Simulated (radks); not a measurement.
Values are calculated unless marked as measured or tabulated.
Q: P2+, configuration [Ne] 3s2 3p0.75 4p0.25 (fractional occupations, a model configuration). Code: a radial shooting solver on a logarithmic mesh with Libxc functionals. Model: Dirac Kohn-Sham, PBE, spin-unpolarised, spherical densities, point nucleus; open shells fill j = l - 1/2 first. Some entries of the table are withheld. Estimate them.

orbital,occ.,eigenvalue (hartree),<1/r> (bohr^-1),<r^2> (bohr^2)
1s1/2,2,-77.54869,14.65,0.01444
2s1/2,2,(1),2.828,0.3210
2p1/2,2,-5.53381,2.727,0.2922
2p3/2,4,-5.49996,2.710,0.2947
3s1/2,2,-1.29597,0.7931,3.426
3p1/2,0.75,(2),0.6929,4.388
3p3/2,0,(3),0.6906,4.411
4p1/2,0.25,(4),(5),27.15
4p3/2,0,(6),(7),27.25

A: 
(1) 2s1/2 eigenvalue (hartree): -7.32764
(2) 3p1/2 eigenvalue (hartree): -0.93805
(3) 3p3/2 eigenvalue (hartree): -0.93505
(4) 4p1/2 eigenvalue (hartree): -0.33904
(5) 4p1/2 <1/r> (bohr^-1): 0.2760
(6) 4p3/2 eigenvalue (hartree): -0.33841
(7) 4p3/2 <1/r> (bohr^-1): 0.2755
